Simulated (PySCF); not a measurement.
**Molecular orbitals of CoN**

PBE at R = 1.634 Å; PySCF, no relativity, basis sets Co def2-TZVPP, N def2-TZVPP. State: ⁵Δ (quintet), unpaired electrons σ ↑, π ↑↑, δ ↑. Only the outer orbitals are listed, counted within each symmetry.

| spin | orbital | occ. | ε (eV) | on Co (%) | main shells (%) |
| --- | --- | --- | --- | --- | --- |
| α | 8σ | 1 | -8.53 | 60 | 58 Co d, 33 N p |
| α | 3π | 1 | -8.39 | 70 | 70 Co d, 29 N p |
| α | 3π | 1 | -8.39 | 70 | 70 Co d, 29 N p |
| α | 1δ | 1 | -7.88 | 100 | 100 Co d |
| α | 1δ | 1 | -6.77 | 100 | 100 Co d |
| α | 9σ | 1 | -5.83 | 71 | 50 Co s, 28 N p, 19 Co d |
| α | 4π | 1 | -5.08 | 40 | 60 N p, 29 Co d, 11 Co p |
| α | 4π | 1 | -5.08 | 40 | 60 N p, 29 Co d, 11 Co p |
| α | 10σ | 0 | -3.27 | 73 | 30 Co s, 30 Co p, 27 N p |
| α | 5π | 0 | -0.14 | 94 | 86 Co p |
| α | 5π | 0 | -0.14 | 94 | 86 Co p |
| β | 7σ | 1 | -16.38 | 15 | 83 N s |
| β | 8σ | 1 | -7.09 | 45 | 45 N p, 43 Co d, 9 N s |
| β | 3π | 1 | -6.57 | 70 | 69 Co d, 30 N p |
| β | 3π | 1 | -6.57 | 70 | 69 Co d, 30 N p |
| β | 1δ | 1 | -5.64 | 100 | 100 Co d |
| β | 1δ | 0 | -4.40 | 100 | 100 Co d |
| β | 9σ | 0 | -4.24 | 81 | 53 Co s, 27 Co d, 18 N p |
| β | 4π | 0 | -3.07 | 44 | 56 N p, 30 Co d, 15 Co p |

Question: Which are the highest filled and the lowest empty level, where do they sit, and how wide is the gap?

Answer: Highest filled α 4π at -5.08 eV (in %: 60 N p, 29 Co d, 11 Co p); lowest empty β 1δ at -4.40 eV (in %: 100 Co d); the gap at PBE is 0.68 eV.

- bond order (Mayer): 2.49
- ⟨S²⟩: 6.008
- charge on Co (Mulliken, basis-dependent): 0.38
- charge on Co (Löwdin, basis-dependent): 0.13
- dipole moment (positive dipole means Co(−)N(+)): -3.65 D
- polarisability along the bond: 51.8 bohr³
- polarisability across the bond: 30.8 bohr³

With d or f electrons several states lie close, and the lowest PBE0 determinant need not be the measured ground state.
